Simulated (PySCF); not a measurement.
C2ClNSe.
SMILES: `C(#N)C(=[Se])Cl`

The closed-shell ground state was solved at several levels (PySCF, density fitting, gas phase). Isolated species at its PBE0-D3(BJ)/def2-SVP geometry, gas phase. The calculation is non-relativistic and has no spin–orbit coupling, an omission that weighs most on selenium.

```json
{"level": "PBE0/STO-3G", "basis functions": "42", "total energy (Eh)": "-2958.8198", "HOMO (eV)": "-5.29", "LUMO (eV)": "-1.71", "gap (eV)": "3.58", "dipole (D)": "1.52"}
{"level": "BP86/pcSseg-2", "basis functions": "214", "total energy (Eh)": "-2993.1126", "HOMO (eV)": "-6.52", "LUMO (eV)": "-4.98", "gap (eV)": "1.54", "dipole (D)": "2.36"}
{"level": "BLYP/pcSseg-2", "basis functions": "214", "total energy (Eh)": "-2992.8094", "HOMO (eV)": "-6.24", "LUMO (eV)": "-4.72", "gap (eV)": "1.52", "dipole (D)": "2.40"}
{"level": "KT2/pcSseg-2", "basis functions": "214", "total energy (Eh)": "-3007.8281", "HOMO (eV)": "-6.48", "LUMO (eV)": "-4.87", "gap (eV)": "1.61", "dipole (D)": "2.29"}
{"level": "PBE0/aug-cc-pVDZ", "basis functions": "132", "total energy (Eh)": "-2992.0674", "HOMO (eV)": "-7.59", "LUMO (eV)": "-4.19", "gap (eV)": "3.40", "dipole (D)": "2.38"}
{"level": "HF/pcSseg-2", "basis functions": "214", "total energy (Eh)": "-2989.5473", "HOMO (eV)": "-10.28", "LUMO (eV)": "-0.97", "gap (eV)": "9.31", "dipole (D)": "2.44"}
{"level": "PBE0/pcSseg-2", "basis functions": "214", "total energy (Eh)": "-2992.1822", "HOMO (eV)": "-7.61", "LUMO (eV)": "-4.19", "gap (eV)": "3.42", "dipole (D)": "2.39"}
{"level": "PBE0/cc-pVTZ", "basis functions": "167", "total energy (Eh)": "-2992.1772", "HOMO (eV)": "-7.57", "LUMO (eV)": "-4.14", "gap (eV)": "3.43", "dipole (D)": "2.35"}
{"level": "PBE/pcSseg-2", "basis functions": "214", "total energy (Eh)": "-2992.0949", "HOMO (eV)": "-6.42", "LUMO (eV)": "-4.88", "gap (eV)": "1.54", "dipole (D)": "2.38"}
{"level": "PBE0/def2-TZVP", "basis functions": "178", "total energy (Eh)": "-2992.1318", "HOMO (eV)": "-7.57", "LUMO (eV)": "-4.16", "gap (eV)": "3.41", "dipole (D)": "2.42"}
{"level": "wB97X-D/pcSseg-2", "basis functions": "214", "total energy (Eh)": "-2992.7785", "HOMO (eV)": "-9.42", "LUMO (eV)": "-2.50", "gap (eV)": "6.92", "dipole (D)": "2.43"}
{"level": "PBE0/cc-pVDZ", "basis functions": "87", "total energy (Eh)": "-2992.0573", "HOMO (eV)": "-7.45", "LUMO (eV)": "-4.02", "gap (eV)": "3.43", "dipole (D)": "2.17"}
{"level": "LC-wPBE/pcSseg-2", "basis functions": "214", "total energy (Eh)": "-2992.2088", "HOMO (eV)": "-10.32", "LUMO (eV)": "-2.21", "gap (eV)": "8.11", "dipole (D)": "2.46"}
```

(1) What might mPW1PW91/pcSseg-2 (214 basis functions) give for the same quantities?

(2) Over all these levels, which gives the widest orbital gap and which the narrowest?

(3) How much does the basis alone move the frontier levels among the 6 PBE0 rows?

(4) In the pcSseg-2 basis, how does the gap go with the fixed share of exact exchange?

(5) How far do the dipole and the HOMO energy spread over the levels?

Answers

(1) Total energy -2992.9392 Eh, HOMO -7.63 eV, LUMO -4.21 eV, gap 3.42 eV, dipole 2.39 D.

(2) HF/pcSseg-2 (Hartree–Fock, all exact exchange) has the widest, 9.31 eV, and BLYP/pcSseg-2 (GGA) the narrowest, 1.52 eV. The two share the basis. From the narrowest to the widest the HOMO moves by -4.04 eV and the LUMO by +3.75 eV. The HOMO need not be the same orbital at Hartree–Fock and at DFT levels.

(3) The HOMO by 2.32 eV and the LUMO by 2.48 eV. By rising basis size (HOMO, LUMO in eV): STO-3G -5.29, -1.71; cc-pVDZ -7.45, -4.02; aug-cc-pVDZ -7.59, -4.19; cc-pVTZ -7.57, -4.14; def2-TZVP -7.57, -4.16; pcSseg-2 -7.61, -4.19.

(4) BLYP (0 %) 1.52 eV; BP86 (0 %) 1.54 eV; PBE (0 %) 1.54 eV; KT2 (0 %) 1.61 eV; PBE0 (25 %) 3.42 eV; mPW1PW91 (25 %) 3.42 eV; HF (100 %) 9.31 eV. Each rise in the share widens the gap here.

(5) The dipole runs from 1.52 to 2.46 D (mean 2.31 D) and the HOMO from -10.32 to -5.29 eV.

wB97X-D is run here without its empirical dispersion term; that term would change no orbital, density or response property at a fixed geometry.
